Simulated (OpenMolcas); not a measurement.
**How methods differ on C2HCl2Si (SMILES C#C[Si](Cl)Cl)**

C2HCl2Si has 6 atoms, charge 0, and is taken as a doublet. SMILES: `C#C[Si](Cl)Cl`. The shape is that of a PBE0-D4/def2-TZVP optimisation.

```xyz
6

C     1.3245    0.4835    1.1115
C     0.5215    0.0954    0.2972
Si   -0.5044   -0.5838   -1.0218
Cl   -1.9140   -1.8306   -0.2261
Cl   -1.4060    0.9370   -2.0463
H     2.0204    0.8345    1.8394
```

Quantity: the vertical energy of the quartet above the doublet, in eV. The values are calculated.

```tsv
level	kind	program	value (eV)	less CCSD(T)/cc-pVDZ	CPU time (all runs)
U-revPBE/cc-pVDZ	GGA	OpenMolcas	5.00	-0.38	86 s
UPBE/cc-pVDZ	GGA	OpenMolcas	5.03	-0.35	82 s
U-r2SCAN/cc-pVDZ	meta-GGA	OpenMolcas	4.84	-0.54	2 min
UTPSS/cc-pVDZ	meta-GGA	OpenMolcas	4.94	-0.44	2 min
UB3LYP/cc-pVDZ	global hybrid	OpenMolcas	5.10	-0.28	91 s
UBHLYP/cc-pVDZ	global hybrid	OpenMolcas	4.96	-0.42	94 s
UM06-2X/cc-pVDZ	hybrid meta-GGA	OpenMolcas	5.30	-0.08	2.2 min
ROCCSD(T)/cc-pVDZ	coupled cluster or CI	OpenMolcas	5.38	0.00	96 s
```

ROCCSD(T)/cc-pVDZ is the highest level here, not the true value. The values span 4.84 to 5.38 eV. CPU times are rough (shared hosts, several kinds of processor): they show what a rung costs within a factor of a few.
